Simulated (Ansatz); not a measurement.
The C2–H3 bond of CH4BeSe (SMILES [CH3][Be][SeH]) is stretched (multiplicity 1, the rest rigid).
Geometry at rest (charge 0, multiplicity 1):
```json
[
 {"atom": "Be", "x (Å)": "0.8409", "y (Å)": "-0.7609", "z (Å)": "-0.2140"},
 {"atom": "C", "x (Å)": "2.0634", "y (Å)": "-1.8575", "z (Å)": "-0.5382"},
 {"atom": "H", "x (Å)": "1.6877", "y (Å)": "-2.8828", "z (Å)": "-0.6105"},
 {"atom": "H", "x (Å)": "2.8397", "y (Å)": "-1.8492", "z (Å)": "0.2329"},
 {"atom": "H", "x (Å)": "2.5574", "y (Å)": "-1.6324", "z (Å)": "-1.4895"},
 {"atom": "Se", "x (Å)": "-0.6419", "y (Å)": "0.6072", "z (Å)": "0.1344"},
 {"atom": "H", "x (Å)": "-1.0024", "y (Å)": "-0.0909", "z (Å)": "1.3817"}
]
```

Frozen-core correlation. Filled d and f shells under p-block atoms count as core.

Run with Ansatz (a program for electronic structure) with Gaussian orbitals. 

FIC-MRCISD+Q on CASSCF(2,2)/cc-pVTZ, total energies (hartree):

| R (Å) | CASSCF | MRCISD | weight c² of the reference |
|---|---|---|---|
| 1.094 | -2454.803638 | -2455.162773 | 0.87938 |
| 1.915 | -2454.705076 | -2455.053213 | 0.87847 |
| 3.502 | -2454.647536 | -2454.988908 | 0.87994 |

Problem. Add the Davidson correction (E_MRCISD − E_CASSCF)(1 − c²)/c² and give the energies above the first point at the three levels.

Solution. 
Corrections (hartree): -0.049260, -0.048160, -0.046577. Above the first point (kcal/mol):
- R = 1.915 Å: CASSCF 61.8, MRCISD 68.7, with the correction 69.4
- R = 3.502 Å: CASSCF 98.0, MRCISD 109.1, with the correction 110.8
